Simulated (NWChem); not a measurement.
System: CH$_{7}$BO$_{2}$Si; SMILES [SiH3]OB(C)O

NWChem input:

```
start job
memory heap 200 mb stack 900 mb global 1100 mb
geometry units angstroms noautoz
  B     -0.048786     0.931589     0.000767
  C     -0.971131     2.213628    -0.000663
  H     -2.037846     1.952125     0.007150
  H     -0.779461     2.838394    -0.889563
  H     -0.768699     2.849972     0.877499
  O      1.315493     1.007108     0.000452
  H      1.640066     1.911366    -0.000593
  O     -0.607585    -0.311684     0.001828
  Si    -0.035146    -1.881695    -0.000403
  H      1.454616    -1.939812    -0.027509
  H     -0.585405    -2.571340    -1.202809
  H     -0.541120    -2.560925     1.227210
end
basis spherical
  * library 6-31+g*
end
dft
  xc xtpss03 ctpss03
  iterations 150
  mulliken
end
task dft energy
```

Parts of the log:

```
             Northwest Computational Chemistry Package (NWChem) 7.3.0
             --------------------------------------------------------

 C1  symmetry detected

                             Geometry "geometry" -> ""
                             -------------------------

 Output coordinates in angstroms (scale by  1.889725989 to convert to a.u.)

  No.       Tag          Charge          X              Y              Z
 ---- ---------------- ---------- -------------- -------------- --------------
    1 B                    5.0000     0.03409771     0.93849452     0.00067607
    2 C                    6.0000    -0.84620573     2.24975738    -0.00070443
    3 H                    1.0000    -1.92083618     2.02296916     0.00718566
    4 H                    1.0000    -0.63444688     2.86797403    -0.88962485
    5 H                    1.0000    -0.62319187     2.87921320     0.87743627
    6 O                    8.0000     1.40010769     0.96975107     0.00026542
    7 H                    1.0000     1.75382135     1.86301293    -0.00081242
    8 O                    8.0000    -0.56470794    -0.28601181     0.00179003
    9 Si                  14.0000    -0.04346142    -1.87375326    -0.00046289
   10 H                    1.0000     1.44363198    -1.98013022    -0.02767173
   11 H                    1.0000    -0.61586986    -2.54521031    -1.20282281
   12 H                    1.0000    -0.57110089    -2.53621412     1.22719299

 Effective nuclear repulsion energy (a.u.)     219.2614672926

                                 NWChem DFT Module
                                 -----------------

 Summary of "ao basis" -> "ao basis" (spherical)
 ------------------------------------------------------------------------------
       Tag                 Description            Shells   Functions and Types
 ---------------- ------------------------------  ------  ---------------------
 B                          6-31+g*                  8       18   4s3p1d
 C                          6-31+g*                  8       18   4s3p1d
 H                          6-31+g*                  2        2   2s
 O                          6-31+g*                  8       18   4s3p1d
 Si                         6-31+g*                 10       22   5s4p1d

            General Information
            -------------------
          SCF calculation type: DFT
          Wavefunction type:  closed shell.
          No. of atoms     :    12
          No. of electrons :    48
           Alpha electrons :    24
            Beta electrons :    24
          Charge           :     0
          Spin multiplicity:     1
          Use of symmetry is: off; symmetry adaption is: off
          Maximum number of iterations: 150
          AO basis - number of functions:   108
                     number of shells:    56
          Convergence on energy requested:  1.00D-06
          Convergence on density requested:  1.00D-05
          Convergence on gradient requested:  5.00D-04

              XC Information
              --------------
                  TPSS metaGGA Exchange Functional  1.000
             TPSS03 metaGGA Correlation Functional  1.000

             Grid Information
             ----------------
          Grid used for XC integration:  medium
          Radial quadrature: Mura-Knowles
          Angular quadrature: Lebedev.
          Tag              B.-S. Rad. Rad. Pts. Rad. Cut. Ang. Pts.
          ---              ---------- --------- --------- ---------
          B                   0.85       49          13.0       434
          C                   0.70       49          15.0       434
          H                   0.35       45          14.0       434
          O                   0.60       49          12.0       434
          Si                  1.10       88          14.0       590
          Grid pruning is: on
          Number of quadrature shells:   599
          Spatial weights used:  Erf1

      Superposition of Atomic Density Guess
      -------------------------------------

 Sum of atomic energies:        -504.01227911

      Non-variational initial energy
      ------------------------------

 Total energy =    -506.272891
 1-e energy   =   -1128.138346
 2-e energy   =     402.603988
 HOMO         =      -0.402544
 LUMO         =       0.009155

     ---------------------------------------------
      Total Density - Mulliken Population Analysis
     ---------------------------------------------

    Atom       Charge   Shell Charges
 -----------   ------   -------------------------------------------------------
    1 B    5     3.78   2.00  0.57  1.05  0.10 -0.07 -0.03  0.02  0.13
    2 C    6     7.20   2.00  0.72  2.13  0.75  1.39  0.11  0.07  0.02
    3 H    1     0.71   0.46  0.25
    4 H    1     0.69   0.45  0.24
    5 H    1     0.69   0.45  0.24
    6 O    8     9.07   2.00  0.93  3.14  0.92  1.89  0.05  0.13  0.01
    7 H    1     0.38   0.36  0.02
    8 O    8     8.84   2.00  0.93  3.18  0.90  1.88 -0.09  0.03  0.01
    9 Si  14    13.45   2.00  2.00  5.97  0.93  1.53  0.43  0.35 -0.01  0.08  0.16
   10 H    1     1.06   0.47  0.58
   11 H    1     1.07   0.47  0.59
   12 H    1     1.07   0.47  0.59

   convergence    iter        energy       DeltaE   RMS-Dens  Diis-err
 ---------------- ----- ----------------- --------- --------- ---------
 d= 0,ls=0.0,diis     1   -507.1814885181 -7.26D+02  1.78D-02  8.51D-01
 d= 0,ls=0.0,diis     2   -507.0374881322  1.44D-01  1.09D-02  2.53D+00
 d= 0,ls=0.0,diis     3   -507.2846651344 -2.47D-01  1.70D-03  4.73D-02
 d= 0,ls=0.0,diis     4   -507.2875092398 -2.84D-03  8.18D-04  1.85D-02
 d= 0,ls=0.0,diis     5   -507.2892428114 -1.73D-03  2.50D-04  1.51D-03
  Resetting Diis
 d= 0,ls=0.0,diis     6   -507.2893843775 -1.42D-04  7.10D-05  8.91D-05
 d= 0,ls=0.0,diis     7   -507.2893956278 -1.13D-05  2.81D-05  3.33D-06
 d= 0,ls=0.0,diis     8   -507.2893953439  2.84D-07  1.56D-05  5.48D-06
 d= 0,ls=0.0,diis     9   -507.2893960590 -7.15D-07  2.82D-06  1.60D-07

[...]
```

Level: TPSS/6-31+G* (spherical d). The geometry was optimised at PBE0/def2-SVP. Not confirmed as a minimum by frequencies.
